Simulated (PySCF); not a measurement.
Zn(OMe)(SH) (CH₄OSZn), SMILES C[O][Zn][SH]. Heavy atoms are numbered as in [Zn:1]([O:2][CH3:3])[SH:7]. Hydrogens are named by the atom that carries them.

Geometry: B3LYP-D3(BJ)/def2-SVP. The structure was generated by enumeration; whether it is a known compound was not checked. Other conformers were not sampled.

Computed with PBE/pcSseg-1 (PySCF).

GIAO shieldings, no solvent; atoms alike by connectivity are averaged. δ = σ(ref) − σ: ¹⁷O against H2O (σ = 334.3 ppm); ¹³C against TMS (σ = 182.0 ppm); ¹H against TMS (σ = 31.49 ppm); ³³S against H2S (σ = 706.5 ppm), references at their B3LYP-D3(BJ)/def2-TZVP geometries, non-relativistic.

Problem. Estimate the chemical shifts. (An estimate is asked for; the answer gives what the named calculation found.)

Solution. 
```csv
nucleus,atoms,count,δ (ppm)
¹⁷O,O2,1,59.2
¹³C,C3 (CH3),1,63.7
¹H,H on C3,3,4.64
¹H,H on S7,1,-0.22
³³S,S7 (SH),1,-83.7
```
